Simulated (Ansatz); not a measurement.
germylsilane (H$_{6}$GeSi), singlet, geometry from GFN2-xTB; Ansatz (an electronic-structure program) with BLYP/def2-SVP.

Input for Ansatz:
Ansatz 0.2 input:
```yaml
crystal:
  periodic: [false, false, false]
  atoms:
    - {symbol: Si, position_ang: [-1.56704071, 0.16693932, 0.03758954]}
    - {symbol: Ge, position_ang: [0.74957058, -0.07985294, -0.01798040]}
    - {symbol: H, position_ang: [-2.14643979, -0.68810588, 1.07390640]}
    - {symbol: H, position_ang: [-1.92532104, 1.55570653, 0.32693199]}
    - {symbol: H, position_ang: [-2.15072553, -0.20470937, -1.25157588]}
    - {symbol: H, position_ang: [1.24574300, -1.41299042, -0.49700975]}
    - {symbol: H, position_ang: [1.48093017, 0.88627488, -0.90376928]}
    - {symbol: H, position_ang: [1.44812445, 0.08196777, 1.30063566]}
basis:
  gaussian:
    orbitals: def2-SVP
hamiltonian:
  xc: blyp
```

It wrote (shortened):

```
Functional definition: BLYP
895 factors; their error is unknown
mean field evaluation 1: about -64482.8037 eV, gradient 2.6e1 eV
mean field evaluation 2: about -64483.6217 eV, gradient 2.4e1 eV
mean field evaluation 4: about -64484.3160 eV, gradient 4.7e-1 eV
mean field evaluation 8: about -64484.2511 eV, gradient 1.5e-2 eV
mean field -64484.25114275 eV, -2369.7525205006 hartree, gradient 4.7e-5 eV, S^2 0.000000; 0 other end points of the search recorded, 0 dependent functions left out
reference -64484.25148393 eV, -2369.7525330390 hartree; 26, 26 occupied and 54, 54 virtual orbitals, 895 factors
Total energy: -64484.25148393 eV, -2369.7525330390 hartree
```
